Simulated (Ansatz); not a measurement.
Relaxation of the cluster Ag₂S with RKS PBE-D4/def2-TZVP.

```sh
$ ansatz run in.yaml --threads 4 --pin off --events-out ev --progress --plain --max-ram 3916MiB
```

```yaml
crystal:
  periodic: [false, false, false]
  atoms:
    - {symbol: Ag, position_ang: [0.886230, -1.226180, 0.018960]}
    - {symbol: Ag, position_ang: [-1.262570, 0.328680, -0.764170]}
    - {symbol: S, position_ang: [0.376340, 0.897490, 0.745210]}
basis:
  gaussian: {orbitals: def2-TZVP}
hamiltonian: {xc: pbe, dispersion: d4}
scf: {lower_state_search: "off"}
output: {orbitals: {seedname: orbitals}}
relax: {f_tol: 0.02, max_steps: 100}
```

It took 1.8 s on 4 threads of Arm Neoverse V2 on a shared host.

Positions (Å) and forces (eV/Å) at steps 1, 2, 3 of 3:

```xyz
3
step=1 energy=-18832.7286 eV
Ag    0.886   -1.226    0.019    0.276   -0.211    0.095
Ag   -1.263    0.329   -0.764   -0.296    0.189   -0.121
S     0.376    0.897    0.745    0.020    0.022    0.026
3
step=2 energy=-18832.7555 eV
Ag    0.946   -1.255    0.048    0.031    0.041    0.044
Ag   -1.314    0.380   -0.776    0.005    0.054    0.032
S     0.368    0.876    0.727   -0.035   -0.095   -0.076
3
step=3 energy=-18832.7581 eV
Ag    0.979   -1.265    0.067   -0.010    0.007   -0.004
Ag   -1.338    0.410   -0.778    0.010   -0.007    0.004
S     0.359    0.855    0.710    0.000    0.000    0.000
```

In the def2 sets Ag takes a core potential; there is no spin–orbit coupling. The relaxation made no stability test and no search for a lower SCF solution. The structure comes from a short search, and lower isomers may exist.
